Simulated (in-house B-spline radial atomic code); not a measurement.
Values are calculated unless marked as measured or tabulated.
**Extrapolating the RPA correlation energy in partial waves: P4+**

All-electron RPA on Hartree-Fock orbitals from an all-electron radial atomic-structure program (B-spline basis), non-relativistic, point nucleus, configuration [Ne] 3s1, highest spin. With empty states up to angular momentum L the sums are:

```tsv
L	E_c(L) (hartree)
3	-0.533908
4	-0.566574
5	-0.579627
6	-0.585822
7	-0.589122
8	-0.591029
9	-0.592200
```

For large l each further wave adds A/(l + 1/2)⁴, because the basis must build the cusp where two electrons meet.

Estimate the limit from L = 8 and L = 9.

Wave 9 adds -0.001171, against a sum of (l + 1/2)⁻⁴ of 1.22774e-04, so A = -9.5379. The sum over l > 9 is ζ(4, 10.5) = 3.3168e-04, close to 1/(3 × 10³) = 3.3333e-04. The tail is -0.003164 and the limit -0.59536 hartree.

How good is the estimate?

A run to L = 11 sums to -0.59346 and extrapolates to -0.59515 hartree, 0.08 millihartree from the run before. The estimate differs from that by -0.21 millihartree, while the bare sum at L = 9 misses 3.0 millihartree (0.5 %).
